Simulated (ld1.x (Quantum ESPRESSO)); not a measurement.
An all-electron radial function and its pseudo partner (C (Z = 6))

Columns: radius, all-electron u(r) and pseudo u(r) of the 2p shell (level -24.04 eV) of carbon in the configuration [He] 2s2 2p0.5; PBE, scalar-relativistic, TM scheme, ld1.x (Quantum ESPRESSO) 7.5.

| r (bohr) | all-electron | pseudo |
| --- | --- | --- |
| 0.128 | 0.0898 | 0.0328 |
| 0.255 | 0.2562 | 0.1252 |
| 0.382 | 0.4237 | 0.2623 |
| 0.510 | 0.5658 | 0.4240 |
| 0.638 | 0.6732 | 0.5842 |
| 0.765 | 0.7483 | 0.7192 |
| 0.893 | 0.7942 | 0.8155 |
| 1.020 | 0.8134 | 0.8656 |
| 1.148 | 0.8107 | 0.8736 |
| 1.275 | 0.7911 | 0.8489 |
| 1.402 | 0.7592 | 0.8031 |
| 1.530 | 0.7183 | 0.7464 |
| 1.658 | 0.6720 | 0.6869 |
| 1.785 | 0.6233 | 0.6296 |
| 1.912 | 0.5738 | 0.5757 |
| 2.040 | 0.5245 | 0.5248 |
| 2.168 | 0.4768 | 0.4768 |
| 2.295 | 0.4318 | 0.4318 |
| 2.422 | 0.3895 | 0.3895 |
| 2.550 | 0.3498 | 0.3498 |
| 2.678 | 0.3132 | 0.3132 |
| 2.805 | 0.2798 | 0.2798 |
| 2.932 | 0.2493 | 0.2493 |
| 3.060 | 0.2213 | 0.2213 |
| 3.188 | 0.1960 | 0.1960 |
| 3.315 | 0.1734 | 0.1734 |

**Question.** How many radial nodes do the two functions have?

**Answer.** The all-electron 2p function has n − l − 1 = 0; the pseudo-wave has 0.

**Question.** At about which radius was the pseudo-wave matched?

**Answer.** 2.30 bohr. The columns agree to 0.0005 from 2.04 bohr on; several derivatives are matched, so the curves merge somewhat inside the radius.

**Question.** Where does each function peak?

**Answer.** Outermost all-electron maximum near 1.02 bohr, pseudo maximum near 1.15 bohr (to the table’s step).

**Question.** Is the pseudo-wave norm-conserving?

**Answer.** Yes: the TM scheme keeps the norm inside the radius equal to the all-electron one, which fixes the energy derivative of the logarithmic derivative at the level.
